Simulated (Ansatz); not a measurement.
# Cost against result

The pair of K⁺ (SMILES [K+], atom 1) and SiH3F (SMILES [SiH3]F, atoms 2–6), both closed shells, in one local arrangement (a lower one may exist), relaxed at PBE0-D4/def2-TZVP:

K1  (-0.086, 0.871, -3.321)
Si2  (0.020, -0.198, 0.755)
F3  (-0.022, 0.222, -0.842)
H4  (-1.248, 0.296, 1.326)
H5  (1.208, 0.477, 1.310)
H6  (0.128, -1.669, 0.773)
(Å)

Interaction energies are counterpoise-corrected; the time is that of the whole pair.

Program: Ansatz 0.2.0. Basis: as named in each row. Cores are frozen in the correlated methods. The outer core shell of Li, Na, Mg and K is correlated. The def2 sets are not built for correlating such inner shells, so the correlated values are less sure here. B3LYP uses VWN-RPA correlation. Extrapolation: Hartree–Fock as exp(−7.88 √X), correlation as X^−2.97.

Times are rough, for one single point on 2 threads of a shared host (AMD EPYC 7571).

The estimate by CCSD(T) at an estimated basis limit (MP2 extrapolated from triple and quadruple zeta, plus CCSD(T) − MP2 in triple zeta) is -63.3 kJ/mol.

| method | basis | time (s) | interaction energy (kJ/mol) | method less estimate |
| --- | --- | --- | --- | --- |
| HF | STO-3G | under 1 | -59.7 | 3.6 |
| PBE-D4 | STO-3G | 1 | -68.8 | -5.5 |
| SPW92 | def2-SVP | 1 | -71.2 | -7.9 |
| PBE-D4 | def2-SVP | 2 | -64.6 | -1.3 |
| PBE0-D4 | def2-SVP | 3 | -68.0 | -4.7 |
| B3LYP-D4 | 6-31G | 3 | -90.8 | -27.5 |
| CCSD(T) | def2-SVP | 3 | -63.7 | -0.4 |
| PBE-D4 | def2-TZVPPD | 4 | -60.5 | 2.8 |
| revPBE-D4 | def2-TZVPPD | 5 | -56.1 | 7.2 |
| BLYP-D4 | def2-TZVPPD | 6 | -61.3 | 2.0 |
| PBE0-D4 | def2-TZVPPD | 6 | -63.0 | 0.3 |
| B3LYP-D4 | def2-TZVPPD | 8 | -64.5 | -1.2 |
| HSE06-D4 | def2-TZVPPD | 8 | -62.9 | 0.4 |
| r2SCAN-D4 | def2-TZVPPD | 10 | -60.6 | 2.7 |
| B2PLYP | def2-TZVPPD | 12 | -61.3 | 2.0 |
| wB97M-V | def2-SVP | 13 | -67.6 | -4.3 |
| wB97X-V | def2-TZVPPD | 20 | -62.3 | 1.0 |
| B97M-V | def2-TZVPPD | 21 | -59.4 | 3.9 |
| MP2 | def2-QZVPPD | 22 | -62.0 | 1.3 |
| wB97M-V | def2-TZVPPD | 22 | -61.9 | 1.4 |
| CCSD(T) | def2-TZVPPD | 67 | -60.4 | 2.9 |

No T1 diagnostic of these runs exceeds 0.012.
